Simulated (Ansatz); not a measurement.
Ideal-gas functions of C2H5FSe, SMILES `C[Se]CF` at 400 K and 1 bar, from an Ansatz frequency run at PBE0-D4/def2-TZVP.

Molar mass 127.02 g/mol, point group C1 (symmetry number 1), electronic degeneracy 1, moments of inertia 64.601, 160.072, 202.696 u Å². Harmonic wavenumbers (cm⁻¹, unscaled): 92, 126, 216, 321, 620, 648, 848, 917, 962, 1050, 1255, 1302, 1328, 1455, 1464, 1470, 3072, 3075, 3145, 3171, 3180.

Use S(trans) = R[1.5 ln M + 2.5 ln T − 1.1517]; rotational temperatures θ = 24.2544 K / I; S(rot) = R[ln(√π/σ · √(T³/θAθBθC)) + 1.5]; for each mode x = 1.438777 ν̃/T, S = R[x/(eˣ − 1) − ln(1 − e⁻ˣ)] and H = RT x/(eˣ − 1); 1 cm⁻¹ = 0.0119627 kJ/mol; R = 8.31446 J/(mol·K).

Q: By hand: the entropy, in J/(mol·K).

A: Translation 175.4. Rotation: θ = 0.3754, 0.1515, 0.1197 K, giving 112.7. Vibration, mode by mode: 17.55, 14.97, 10.62, 7.57, 3.18, 2.94, 1.66, 1.36, 1.20, 0.93, 0.51, 0.44, 0.41, 0.28, 0.27, 0.27, 0.00, 0.00, 0.00, 0.00, 0.00, in all 64.1. Electronic 0.0. Sum 352.2 J/(mol·K).

Q: By hand: H − E and G − E in kJ/mol, counted from the electronic energy.

A: Zero-point energy ½ × 29717 × 0.0119627 = 177.7; thermal vibration 13.4; translation, rotation and pV give 4 RT = 13.3. H − E = 204.4 kJ/mol, and G − E = 204.4 − 400 × 352.2/1000 = 63.5 kJ/mol.

Vibration gives 18 % of the entropy, 32.5 J/(mol·K) of it from the modes under 150 cm⁻¹: soft modes count most, and the harmonic formula is weakest for them. The sum counts one conformer and one mirror image; others add a mixing term.
